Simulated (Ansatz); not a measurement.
Gas-phase electronic energies from Ansatz, PBE0-D4/def2-TZVP geometries. CBS: MP2 limit from def2 TZ/QZ plus the TZ coupled-cluster correction, frozen cores. This one scheme is used for every species. Each species was taken in one conformer, which may not be the lowest.

Reaction (substitution at a C–O bond): `C[O][Al]([OH])[SH]` + `C=COCO` → `C=COCOC` + `[OH][Al]([OH])[SH]`

`C[O][Al]([OH])[SH]`:

Z-matrix (Å, degrees):
```
C
O 1 1.397
H 1 1.095 2 110.0
H 1 1.095 2 110.0 3 118.9
H 1 1.097 2 112.7 3 -120.6
Al 2 1.673 1 135.4 3 119.5
S 6 2.183 2 118.3 1 0.2
O 6 1.685 2 117.7 1 -179.8
H 7 1.344 6 93.7 2 179.9
H 8 0.954 6 124.7 2 180.0
```

`C=COCO`:

Z-matrix (Å, degrees):
```
C
O 1 1.375
O 1 1.414 2 108.9
H 1 1.095 2 107.3 3 118.8
H 1 1.100 2 112.8 3 -120.3
H 2 0.962 1 108.7 3 64.6
C 3 1.345 1 116.6 2 179.9
C 7 1.330 3 128.1 1 -2.1
H 7 1.085 3 110.3 1 178.1
H 8 1.081 7 118.6 3 -179.9
H 8 1.081 7 123.9 3 -0.3
```

`C=COCOC`:

```xyz
14

C     2.491    0.752   -0.142
C     1.190    0.944    0.007
O     0.435    0.191    0.844
C    -0.951    0.418    0.764
O    -1.508   -0.011   -0.426
C    -1.460   -1.412   -0.598
H     3.012   -0.035    0.389
H     3.053    1.396   -0.803
H     0.650    1.720   -0.532
H    -1.371   -0.117    1.624
H    -1.168    1.489    0.833
H    -0.429   -1.772   -0.666
H    -1.982   -1.636   -1.527
H    -1.963   -1.925    0.231
```

`[OH][Al]([OH])[SH]`:

Cartesian coordinates in Å:
```
O -0.248 -1.282 0.711
Al 0.046 0.175 -0.094
O 1.527 0.977 -0.177
S -1.620 1.109 -1.116
H 0.397 -1.790 1.197
H 2.347 0.693 0.219
H -2.449 0.118 -0.740
```

```csv
species,HF/def2-QZVPP energy (Eh)
`C[O][Al]([OH])[SH]`,-830.24545
`C=COCO`,-266.90784
`C=COCOC`,-305.94704
`[OH][Al]([OH])[SH]`,-791.21357
```

Question: Work out ΔE.

Answer: ΔE = (-305.94704) + (-791.21357) − (-830.24545) − (-266.90784) = -0.00732 Eh = -4.6 kcal/mol. CCSD(T)/CBS gives -5.9 kcal/mol.

Largest T1 diagnostic among the species: 0.012.

In def2-TZVPP, CCSD(T) changes the Hartree–Fock value by −1.2 kcal/mol (the triples alone add −0.2 kcal/mol) and MP2 by −1.4 kcal/mol.
